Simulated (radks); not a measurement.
Species: Fe XIX. Configuration: [He] 2s2 2p4.

All-electron calculation, Dirac Kohn-Sham, BLYP, spin-unpolarised, spherical densities, point nucleus; open shells are shared between the two j in proportion to 2j + 1. Program: a radial shooting solver on a logarithmic mesh with Libxc functionals.

Energy parts (eV):
total: -28624.626
kinetic: 29086.500
electron-nucleus: -61326.027
Hartree: 4543.191
exchange-correlation: -928.290

Orbitals (lengths in bohr, moments of r in powers of bohr; <r^-3> diverges for s and p1/2; r(90%) holds 90 % of the orbital's charge):
| orbital | occ. | eigenvalue (eV) | r(90%) | <r^-3> | <r> | <1/r> |
|---|---|---|---|---|---|---|
| 1s1/2 | 2 | -7815.766 | 0.104 | - | 0.05832 | 26.02 |
| 2s1/2 | 2 | -1520.131 | 0.392 | - | 0.2550 | 5.856 |
| 2p1/2 | 1.33333 | -1427.964 | 0.357 | - | 0.2200 | 5.799 |
| 2p3/2 | 2.66667 | -1413.836 | 0.361 | 525.6 | 0.2227 | 5.699 |

The highest occupied level is 2p3/2 at -1413.8 eV. The density falls to 0.001 e/bohr^3 at r = 0.84 bohr.
